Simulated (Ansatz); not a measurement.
Sn₁₂GeH₂₀⁺, an alloyed cluster cut from the lattice of tin (1 Ge, core), relaxed as a doublet with UKS PBE-D4/def2-SVP in Ansatz, starting from the PBE-D4/def2-SVP geometry of the neutral singlet. Force threshold 0.03 eV/Å.

In the def2 sets Sn takes a core potential; there is no spin–orbit coupling. Single mean-field runs in def2-SVP are fitted with def2-universal-jkfit.

Start:

```xyz
33

Sn   -1.725    2.830   -2.556
Sn    2.046   -0.185    4.025
Sn    2.256    1.908   -0.542
Sn   -1.725    0.924    1.611
Sn   -3.023   -1.494   -1.778
Sn    0.752   -2.411    0.199
Sn    0.875   -0.671   -4.036
Sn   -0.573    0.822    4.181
Sn   -0.391    2.746   -0.075
Sn   -1.763    0.223   -3.621
Sn    2.016   -2.666    2.706
Sn    2.188   -0.723   -1.542
Ge   -1.704   -1.482    0.513
H    -0.923    3.923   -3.643
H    -3.350    3.408   -2.346
H     2.756   -0.327    5.605
H     3.022    0.924    3.112
H     2.989    2.952   -1.723
H     3.214    2.008    0.903
H    -3.390    1.426    1.741
H    -4.661   -0.984   -1.502
H    -3.075   -3.114   -2.403
H     0.627   -3.982   -0.550
H     1.709    0.377   -5.143
H     0.859   -2.260   -4.739
H    -0.588    2.398    4.912
H    -1.519   -0.227    5.191
H    -0.393    4.323    0.667
H    -2.642    0.207   -5.126
H     3.629   -3.282    2.509
H     1.139   -3.810    3.675
H     3.811   -1.332   -1.726
H    -2.442   -2.449    1.501
```

**Question.** Estimate the energy that the relaxation releases and the steps that it takes.

**Answer.** 20.6 kJ/mol, in 17 steps; 85 s on 2 threads of AMD EPYC 7R13 on a shared host and a share (18 GiB) of an NVIDIA H100 80GB HBM3. The force fell under the threshold at step 8, but the optimiser went on and released 0.011 eV more. No frequencies were taken in this run, so the end may be a saddle point.

**Question.** Does the start keep its bonding and symmetry?

**Answer.** By distances, no bond broke or formed. The bond that changes most is Sn6–Sn11, from 2.82 to 2.93 Å (atoms count from 1).

**Question.** Predict the relaxed structure.

**Answer.** 
```xyz
33

Sn   -1.784    2.863   -2.580
Sn    1.979   -0.157    4.078
Sn    2.280    1.913   -0.476
Sn   -1.729    1.027    1.587
Sn   -2.942   -1.505   -1.780
Sn    0.735   -2.352    0.025
Sn    0.875   -0.709   -4.115
Sn   -0.600    0.945    4.189
Sn   -0.375    2.800   -0.138
Sn   -1.727    0.248   -3.624
Sn    2.016   -2.586    2.655
Sn    2.256   -0.658   -1.635
Ge   -1.644   -1.423    0.622
H    -1.036    3.948   -3.700
H    -3.428    3.323   -2.302
H     2.525   -0.625    5.655
H     3.135    0.889    3.333
H     3.162    2.992   -1.502
H     3.069    1.815    1.065
H    -3.413    1.428    1.740
H    -4.544   -1.066   -1.278
H    -2.910   -3.176   -2.237
H     0.607   -3.995   -0.532
H     1.733    0.319   -5.210
H     0.835   -2.332   -4.713
H    -0.524    2.558    4.809
H    -1.586   -0.046    5.208
H    -0.366    4.361    0.624
H    -2.691    0.058   -5.059
H     3.571   -3.183    2.169
H     1.105   -3.873    3.373
H     3.840   -1.355   -1.769
H    -2.422   -2.445    1.515
```
Bond lengths (bridged metal pairs left out): 13 × Sn–Sn 2.81 to 2.93 Å; 3 × Ge–Sn 2.62 to 2.73 Å; 19 × H–Sn 1.73 to 1.74 Å; 1 × Ge–H 1.56 Å.
